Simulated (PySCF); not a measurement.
## Vibration and rotation of CoO⁺

r²SCANh constants of CoO⁺, ⁵Δ (quintet), unpaired electrons σ ↑, π ↑↑, δ ↑ (basis Co def2-TZVPPD, O def2-TZVPPD; no relativity; PySCF 2.14; masses 58.9332 and 15.9949 u):

```
ωe   : 789.0 cm⁻¹
ωexe : 7.79 cm⁻¹
Be   : 0.50978 cm⁻¹
αe   : 0.00596 cm⁻¹
```

(1) What force constant and bond length do these constants imply?

(2) Estimate the centrifugal constant D from the Kratzer relation and find the Dunham coefficient a1.

De is left out where the level can put another filling of the metal’s s and d shells below the measured ground configuration, by anything from nothing to about 1 eV. With d or f electrons several states lie close, and the lowest PBE0 determinant need not be the measured ground state.

Answers

(1) Reduced mass μred = 12.580 u; k = 5.8918×10⁻⁷·μred·ωe² (u, cm⁻¹, mdyn/Å) = 4.61 mdyn/Å; Re = √(16.8576/(μred·Be)) (u, cm⁻¹, Å) = 1.621 Å.

(2) D = 4Be³/ωe² = 8.51e-07 cm⁻¹; a1 = −1 − αeωe/(6Be²) = -4.02.
